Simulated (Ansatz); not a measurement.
Input for Ansatz (a quantum-chemistry and plane-wave program): SC-NEVPT2 on CASSCF(6,4)/cc-pVTZ on BFGeH4 (SMILES F[BH][GeH3]), a point of a bond scan (R = 3.572 Å).

Ansatz 0.2 input:
```yaml
crystal:
  periodic: [false, false, false]
  atoms:
    - {symbol: B, position_ang: [0.46769721, -1.26888638, -0.23111118]}
    - {symbol: F, position_ang: [-1.93596413, -3.78269020, 0.58418830]}
    - {symbol: Ge, position_ang: [0.00616065, 0.74780905, 0.02847255]}
    - {symbol: H, position_ang: [0.13636752, 1.48871861, -1.31738345]}
    - {symbol: H, position_ang: [-1.41069293, 0.98372387, 0.57986645]}
    - {symbol: H, position_ang: [1.02005387, 1.39342996, 0.99409325]}
    - {symbol: H, position_ang: [1.52157430, -1.65200678, -0.64980621]}
basis:
  gaussian:
    orbitals: cc-pVTZ
    pivot_positions_ang: [[0.46769721, -1.26888638, -0.23111118], [-1.93596413, -3.78269020, 0.58418830], [0.00616065, 0.74780905, 0.02847255], [0.13636752, 1.48871861, -1.31738345], [-1.41069293, 0.98372387, 0.57986645], [1.02005387, 1.39342996, 0.99409325], [1.52157430, -1.65200678, -0.64980621]]
magnetization: {spin_polarized: false}
correlation: {method: sc_nevpt2, electrons: outside_noble_gas, active_space: {window: {electrons: 6, orbitals: 4}}}
output: {orbitals: {seedname: ./end}}
```

The log:

```
WARN ansatz: RAYON_NUM_THREADS=1 ignored (pool sized by the plan → 1); use --threads N
Functional definition: HF
integrals: 0.13 GiB planned
1068 factors; integrals over basis functions are off by at most 3.4e-4 eV
mean field: 0.47 GiB planned
mean field evaluation 1: about -59904.2050 eV, gradient 4.5e1 eV
mean field evaluation 2: about -59904.2486 eV, gradient 4.5e1 eV
mean field evaluation 4: about -59907.0937 eV, gradient 2.8e1 eV
mean field evaluation 8: about -59909.0322 eV, gradient 9.1e-1 eV
mean field evaluation 16: about -59909.0778 eV, gradient 1.8e-6 eV
mean field -59909.07783857 eV, -2201.6180027362 hartree, gradient 1.4e-6 eV, S^2 0.000000; 0 other end points of the search recorded, 0 dependent functions left out; unrestricted orbitals would lower it
reference -59909.07783857 eV, -2201.6180027362 hartree; 25, 25 occupied and 134, 134 virtual orbitals, 1068 factors
configuration interaction: 0.21 GiB planned
configuration interaction: 0.00 GiB planned
state -59912.12328439 eV, -2201.7299208055 hartree
state -59912.12328439 eV, -2201.7299208055 hartree; corrected -59923.01867666 eV, -2202.1303190862 hartree
WARN: 2 active orbitals are nearly empty or full. The corrections depend on them more than the energy does, and are more stable in an active space without them
Total energy: -59923.01867666 eV, -2202.1303190862 hartree
```

The calculation finished and met its thresholds.

Warnings raised: idle orbitals.

Cost: about 70 core-seconds (a rough figure).
